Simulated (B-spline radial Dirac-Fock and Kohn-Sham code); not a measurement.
**Dipole and non-dipole photoemission parameters of Sc 3d5/2**

System: atomic scandium, [Ar] 3d1 4s2; threshold 6.33 eV (orbital energy of the model). These are calculated numbers from an atomic code on a B-spline grid; the model is Dirac-Hartree-Slater photoionisation with a Latter tail; cross sections with all multipoles, angular parameters from the dipole term and its interference with E2.

For linearly polarised light dσ/dΩ = σ/(4π) [1 + β P₂(cos θ) + (δ + γ cos²θ) sin θ cos φ], with θ from the polarisation vector and φ the angle between the beam and the projection of the electron momentum on the plane normal to the polarisation.

```
hν (eV)    σ (kb)      β      γ      δ
     60       607  0.877  0.020  0.013
   62.3       566  0.898  0.021  0.014
   71.3       433  0.971  0.027  0.015
   99.9       201  1.127  0.049  0.018
    116       139  1.181  0.064  0.020
    125       114  1.204  0.072  0.021
    150      70.2  1.247  0.094  0.023
    190      36.1  1.276  0.129  0.027
    227         ?      ?      ?      ?
    248      16.4  1.272  0.175  0.031
    377      4.40  1.195  0.258  0.042
    576      1.07  1.054  0.346  0.058
   1220    0.0721  0.761  0.504  0.113
 1253.6    0.0651  0.751  0.511  0.116
   1290    0.0584  0.741  0.517  0.119
   1550    0.0288  0.675  0.561  0.140
   1670    0.0215  0.649  0.579  0.149
   1960    0.0113  0.593  0.617  0.172
 2984.4   0.00199  0.455  0.690  0.244
   3500   0.00101  0.413  0.704  0.276
   4000  0.000571  0.384  0.713  0.305
   4070  0.000531  0.381  0.714  0.309
   4700  0.000286  0.358  0.726  0.343
   5760  0.000119  0.330  0.753  0.397
 8047.8  2.70e-05  0.277  0.803  0.506
 9251.7  1.43e-05  0.251  0.811  0.559
   9400  1.33e-05  0.248  0.811  0.565
   9680  1.16e-05  0.243  0.811  0.577
  10900  6.75e-06  0.221  0.806  0.626
  12000  4.33e-06  0.206  0.797  0.667
```

Problem. Give the values at 227 eV.

Solution. σ = 21.4 kb, β = 1.277, γ = 0.159, δ = 0.030.
